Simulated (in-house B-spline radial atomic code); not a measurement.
Configurations of Mn IX (Mn8+), with energies counted from [Ne] 3s2 (3p1/2)2 (3p3/2)3. Level of theory: Dirac-Hartree-Fock, average of each configuration as written, Fermi nucleus of rms radius 3.7057 fm; calculated with a radial B-spline atomic code at the basis-set limit. Energies include first-order Breit, QED and recoil terms.

Occupations are held fixed; configurations that lie above the ionisation limit could autoionise.

| configuration | E - E(ref) (eV) | highest orbital | its <r> (bohr) |
| --- | --- | --- | --- |
| [Ne] 3s1 (3p1/2)2 (3p3/2)3 (3d3/2)1 | 88.94 | 3d3/2 | 0.7831 |
| [Ne] 3s1 (3p1/2)1 (3p3/2)4 (4f5/2)1 | 191.62 | 4f5/2 | 1.878 |
| [Ne] 3s2 (3p3/2)4 (6f7/2)1 | 194.54 | 6f7/2 | 5.133 |
| [Ne] 3s2 (3p1/2)1 (3p3/2)3 (7f5/2)1 | 199.76 | 7f5/2 | 7.279 |

Order these further configurations by energy, lowest first.
A. [Ne] 3s1 (3p1/2)2 (3p3/2)3 (6d5/2)1
B. [Ne] 3s2 (3p1/2)1 (3p3/2)3 5s1
C. [Ne] 3s1 3p6
D. [Ne] 3s2 (3p1/2)1 (3p3/2)4
E. [He] 2s2 (2p1/2)2 (2p3/2)3 3s2 (3p1/2)1 (3p3/2)4 (6g7/2)1

D (1.5717 eV), C (41.42 eV), B (159.2 eV), A (226.65 eV), E (818.9 eV).
